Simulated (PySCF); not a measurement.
These compounds are isomers of formula C5H10N2.

A. SMILES C/C=N/N=C\CC
B. `InChI=1S/C5H10N2/c1-4-5(2)7-6-3/h3-4H2,1-2H3/b7-5+`
C. `C=CN(CC)N=C`
D. SMILES C=N[C@@H]1C[C@H]1NC

Spectrum 1. $^{1}$H NMR (300 MHz, computed): δ 6.39 (q, 1H), 6.21 (t, 1H), 2.06 (d, 3H), 2.00 (m, 2H), 1.05 (t, 3H). $^{13}$C{$^{1}$H} NMR (computed): δ 134.4 (CH), 127.6 (CH), 24.4 (CH2), 24.1 (CH3), 13.2 (CH3).

Spectrum 2. $^{1}$H NMR (300 MHz, computed): δ 6.33 (d, J = 10.6 Hz, 1H), 6.18 (dd, J = 15.3, 9.7 Hz, 1H), 6.11 (d, J = 10.6 Hz, 1H), 5.28 (dd, J = 15.3, 1.4 Hz, 1H), 4.34 (dd, J = 9.7, 1.4 Hz, 1H), 3.38 (q, J = 7.6 Hz, 2H), 1.03 (t, J = 7.6 Hz, 3H). $^{13}$C{$^{1}$H} NMR (computed): δ 142.9 (CH), 115.4 (CH2), 94.0 (CH2), 44.6 (CH2), 11.9 (CH3).

Spectrum 3. $^{1}$H NMR (300 MHz, computed): δ 7.88 (d, 1H), 7.08 (d, 1H), 2.66 (m, 1H), 2.58 (s, 3H), 2.54 (m, 1H), 1.33 (m, 1H), 1.23 (m, 1H), 0.68 (br s, 1H). $^{13}$C{$^{1}$H} NMR (computed): δ 151.0 (CH2), 56.2 (CH), 48.7 (CH), 38.6 (CH3), 22.7 (CH2).

Spectrum 4. $^{1}$H NMR (300 MHz, computed): δ 6.16 (m, 1H), 6.13 (m, 1H), 2.23 (q, J = 8.2 Hz, 2H), 1.67 (s, 3H), 1.17 (t, J = 8.2 Hz, 3H). $^{13}$C{$^{1}$H} NMR (computed): δ 136.5 (C), 117.7 (CH2), 37.6 (CH2), 14.6 (CH3), 12.5 (CH3).

All values are calculated (PySCF): coordinates at the GFN2-xTB level, B3LYP/pcJ-1 coupling constants (spin–dipole term left out of most H,H and C,H couplings), shielding tensors at PBE0/pcSseg-1 (GIAO). No solvent, one computed conformer, equivalent nuclei averaged, non-relativistic.

Shifts are taken against calculated references (same method and geometry level): $^{1}$H (31.72 ppm) and $^{13}$C (186.93 ppm) vs TMS. Multiplet labels drop J under 1 Hz and among equivalent protons, and merge close values. Unscaled 3J(H,H) run several per cent high. Where no couplings were computed, multiplicities follow the n + 1 count of equivalent neighbours, and m marks all less simple cases (inequivalent or close neighbours, rings, F or P nearby). Shifts are as computed. Against solution values, carbons near 30 ppm lie about +3 ppm off and those near 130 ppm about +5 ppm. Of 1211 compounds with measured shifts, 218 miss one by over three times the rms of a fit or turn the order of signals round; such compounds aren't used in these exercises. OH and NH positions are gas-phase values without hydrogen bonding to other molecules.

Problem. Match each spectrum to its structure.

Solution. 1–A, 2–C, 3–D, 4–B.

- Spectrum 1 (A): 5 $^{13}$C signals; δC 24.4 is an sp3 CH2; δC 24.1 is a methyl carbon.
- Spectrum 2 (C): 5 $^{13}$C signals; δC 142.9 is an alkene carbon bearing nitrogen; δC 94.0 is a β carbon of an enol-ether or enamine type C=C.
- Spectrum 3 (D): 5 $^{13}$C signals; δC 56.2 is a three-membered-ring carbon; δC 48.7 is a three-membered-ring carbon.
- Spectrum 4 (B): 5 $^{13}$C signals; δC 37.6 is an sp3 CH2; δC 14.6 is a methyl carbon.
